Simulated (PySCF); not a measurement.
## Cost of excited-state runs on SMILES [C@@H]1(CCC)[Se]CCCC1=O, C$_{8}$H$_{14}$OSe

Molfile (atoms numbered from 1):
```
C8H14OSe
     RDKit          3D

 24 24  0  0  0  0  0  0  0  0999 V2000
    3.2440   -0.9548   -0.4258 C   0  0  0  0  0  0  0  0  0  0  0  0
    2.3048   -0.3682    0.6198 C   0  0  0  0  0  0  0  0  0  0  0  0
    1.0673    0.2572   -0.0180 C   0  0  0  0  0  0  0  0  0  0  0  0
    0.0979    0.7816    1.0332 C   0  0  2  0  0  0  0  0  0  0  0  0
   -0.8290   -0.6858    2.0238 Se  0  0  0  0  0  2  0  0  0  0  0  0
   -2.0126   -1.2062    0.5384 C   0  0  0  0  0  0  0  0  0  0  0  0
   -2.8043   -0.0236    0.0126 C   0  0  0  0  0  0  0  0  0  0  0  0
   -1.8914    1.0645   -0.5665 C   0  0  0  0  0  0  0  0  0  0  0  0
   -1.0318    1.6456    0.5352 C   0  0  0  0  0  0  0  0  0  0  0  0
   -1.2727    2.7151    1.0394 O   0  0  0  0  0  0  0  0  0  0  0  0
    2.7465   -1.7365   -0.9961 H   0  0  0  0  0  0  0  0  0  0  0  0
    3.5741   -0.1829   -1.1181 H   0  0  0  0  0  0  0  0  0  0  0  0
    4.1214   -1.3844    0.0507 H   0  0  0  0  0  0  0  0  0  0  0  0
    2.8346    0.3901    1.2000 H   0  0  0  0  0  0  0  0  0  0  0  0
    1.9863   -1.1541    1.3107 H   0  0  0  0  0  0  0  0  0  0  0  0
    0.5831   -0.4868   -0.6544 H   0  0  0  0  0  0  0  0  0  0  0  0
    1.3672    1.0945   -0.6557 H   0  0  0  0  0  0  0  0  0  0  0  0
    0.6394    1.3331    1.8091 H   0  0  0  0  0  0  0  0  0  0  0  0
   -1.3981   -1.6561   -0.2447 H   0  0  0  0  0  0  0  0  0  0  0  0
   -2.6740   -1.9720    0.9470 H   0  0  0  0  0  0  0  0  0  0  0  0
   -3.4025    0.4077    0.8187 H   0  0  0  0  0  0  0  0  0  0  0  0
   -3.4898   -0.3697   -0.7662 H   0  0  0  0  0  0  0  0  0  0  0  0
   -2.5041    1.8670   -0.9799 H   0  0  0  0  0  0  0  0  0  0  0  0
   -1.2680    0.6445   -1.3570 H   0  0  0  0  0  0  0  0  0  0  0  0
  1  2  1  0
  2  3  1  0
  3  4  1  0
  4  5  1  0
  5  6  1  0
  6  7  1  0
  7  8  1  0
  8  9  1  0
  9 10  2  0
  9  4  1  0
  1 11  1  0
  1 12  1  0
  1 13  1  0
  2 14  1  0
  2 15  1  0
  3 16  1  0
  3 17  1  0
  4 18  1  1
  6 19  1  0
  6 20  1  0
  7 21  1  0
  7 22  1  0
  8 23  1  0
  8 24  1  0
M  END
```

PySCF with density fitting, on 1 thread of an AMD EPYC 7B13, shared host. Command: `OMP_NUM_THREADS=1 python excited_run.py task.json out`

(1) How long does this run take, and how much memory?
- vibronic structure, LC-wPBE/def2-SVP; full response

Answers

(1) 
```
               run             level  basis functions  wall time  peak memory (GiB)
vibronic structure  LC-wPBE/def2-SVP              228    2.3 min                1.6
```
Times from a shared host are rough.
